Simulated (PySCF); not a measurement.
# Electron correlation in C²⁺ (carbon, charge +2)

[He] 2s2, closed-shell 1S. Computed with PySCF 2.14 in x2c-TZVPPall (5s3p2d1f, 31 functions), with scalar relativity by spin-free X2C-1e. Frozen: 1s2; 2 electrons correlated.

With two correlated electrons CCSD is exact within the correlated space (frozen core and kept virtual orbitals).

```json
{"level": "CCSD", "correlation energy (mhartree)": "-72.62"}
```

Diagnostics: T1 = 0.0085, D1 = 0.0120, largest double amplitude 0.156.

A double-excitation amplitude exceeds 0.15, a sign of near-degeneracy.

Cost of the coupled-cluster step: about 0.08 core-seconds, for 2 correlated electrons.

Iterations:

```
CC2 = 0
CCSD nocc = 1, nmo = 30
frozen orbitals [0]
max_cycle = 100
direct = 0
conv_tol = 1e-08
conv_tol_normt = 1e-06
diis_space = 8
diis_start_cycle = 0
Init t2, MP2 energy = -36.4650647351285  E_corr(MP2) -0.0424986410457289
Init E_corr(CCSD) = -0.0424986410457855
cycle = 1  E_corr(CCSD) = -0.0573637629136957  dE = -0.0148651219  norm(t1,t2) = 0.0651561
cycle = 2  E_corr(CCSD) = -0.0646806423233189  dE = -0.00731687941  norm(t1,t2) = 0.0344319
cycle = 3  E_corr(CCSD) = -0.0727499363098009  dE = -0.00806929399  norm(t1,t2) = 0.0182394
cycle = 4  E_corr(CCSD) = -0.0725831077318966  dE = 0.000166828578  norm(t1,t2) = 0.00030181
cycle = 5  E_corr(CCSD) = -0.0726458239083969  dE = -6.27161765e-05  norm(t1,t2) = 0.00010193
cycle = 6  E_corr(CCSD) = -0.0726268643305574  dE = 1.89595778e-05  norm(t1,t2) = 4.67277e-05
cycle = 7  E_corr(CCSD) = -0.0726247322435993  dE = 2.13208696e-06  norm(t1,t2) = 4.46969e-06
cycle = 8  E_corr(CCSD) = -0.0726248759302571  dE = -1.43686658e-07  norm(t1,t2) = 3.14245e-07
cycle = 9  E_corr(CCSD) = -0.0726248697083372  dE = 6.22191995e-09  norm(t1,t2) = 2.61266e-08
CCSD converged
E(CCSD) = -36.49519096379113  E_corr = -0.07262486970833718
```
